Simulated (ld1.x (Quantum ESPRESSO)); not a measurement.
Reading a pseudo-wave (Al)

Columns: radius, all-electron u(r) and pseudo u(r) of the 3p shell (level -3.02 eV) of aluminium in the configuration [Ne] 3s1.5 3p1.5; PBEsol, scalar-relativistic, ultrasoft scheme, ld1.x (Quantum ESPRESSO) 7.5.

```json
{"r (bohr)": "0.155", "all-electron": "0.1306", "pseudo": "-0.0070"}
{"r (bohr)": "0.310", "all-electron": "0.2167", "pseudo": "-0.0276"}
{"r (bohr)": "0.465", "all-electron": "0.1998", "pseudo": "-0.0605"}
{"r (bohr)": "0.620", "all-electron": "0.1251", "pseudo": "-0.1039"}
{"r (bohr)": "0.775", "all-electron": "0.0272", "pseudo": "-0.1553"}
{"r (bohr)": "0.930", "all-electron": "-0.0747", "pseudo": "-0.2119"}
{"r (bohr)": "1.085", "all-electron": "-0.1707", "pseudo": "-0.2707"}
{"r (bohr)": "1.240", "all-electron": "-0.2567", "pseudo": "-0.3288"}
{"r (bohr)": "1.395", "all-electron": "-0.3312", "pseudo": "-0.3837"}
{"r (bohr)": "1.550", "all-electron": "-0.3944", "pseudo": "-0.4331"}
{"r (bohr)": "1.705", "all-electron": "-0.4466", "pseudo": "-0.4755"}
{"r (bohr)": "1.860", "all-electron": "-0.4881", "pseudo": "-0.5100"}
{"r (bohr)": "2.015", "all-electron": "-0.5197", "pseudo": "-0.5362"}
{"r (bohr)": "2.170", "all-electron": "-0.5423", "pseudo": "-0.5545"}
{"r (bohr)": "2.325", "all-electron": "-0.5570", "pseudo": "-0.5653"}
{"r (bohr)": "2.480", "all-electron": "-0.5648", "pseudo": "-0.5699"}
{"r (bohr)": "2.635", "all-electron": "-0.5667", "pseudo": "-0.5693"}
{"r (bohr)": "2.790", "all-electron": "-0.5636", "pseudo": "-0.5646"}
{"r (bohr)": "2.945", "all-electron": "-0.5564", "pseudo": "-0.5566"}
{"r (bohr)": "3.100", "all-electron": "-0.5458", "pseudo": "-0.5458"}
{"r (bohr)": "3.255", "all-electron": "-0.5324", "pseudo": "-0.5324"}
{"r (bohr)": "3.410", "all-electron": "-0.5169", "pseudo": "-0.5169"}
{"r (bohr)": "3.565", "all-electron": "-0.4998", "pseudo": "-0.4998"}
{"r (bohr)": "3.720", "all-electron": "-0.4814", "pseudo": "-0.4814"}
{"r (bohr)": "3.875", "all-electron": "-0.4622", "pseudo": "-0.4622"}
{"r (bohr)": "4.030", "all-electron": "-0.4424", "pseudo": "-0.4424"}
```

(1) How many radial nodes do the two functions have?

(2) At about which radius was the pseudo-wave matched?

(3) Where does each function peak?

(4) Is the pseudo-wave norm-conserving?

## Answers

(1) The all-electron 3p function has n − l − 1 = 1; the pseudo-wave has 0, since the states of the same l below it are removed with the core.

(2) 3.10 bohr. The columns agree to 0.0005 from 2.94 bohr on; several derivatives are matched, so the curves merge somewhat inside the radius.

(3) Outermost all-electron maximum near 2.63 bohr, pseudo maximum near 2.48 bohr (to the table’s step).

(4) No, it belongs to an ultrasoft set: the norm inside the radius is not constrained, and the difference is carried by the augmentation charge.
